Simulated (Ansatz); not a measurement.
A structure relaxed at B3LYP-D4/def2-SVPD in Ansatz, charge -1, doublet:

```xyz
8

Li   -1.054    0.985   -0.347
B     0.893    0.117   -2.133
B    -0.138    0.567    2.240
B    -0.073   -0.857   -1.464
B    -0.752   -0.562    1.415
B     0.721    0.560    0.959
B     1.092    0.395   -0.631
B    -0.689   -1.205   -0.039
```

(1) Give its formula and point group.

(2) Summarise the bond lengths by kind (pairs closer than 1.2 times the sum of covalent radii, bridged metal pairs left out).

Answers

(1) the cluster LiB7⁻. Point group Cs (tolerance 0.1 Å).

(2) 9 × B–B 1.53 to 1.91 Å; 5 × B–Li 2.24 to 2.37 Å.

The charge -1 doublet is spin-contaminated (final ⟨S²⟩ up to 0.99, 0.75 for a pure state). Another isomer (doublet) lies 1.61 eV lower at PBE0-D4/def2-TZVPD; other spin states weren't run for this one.
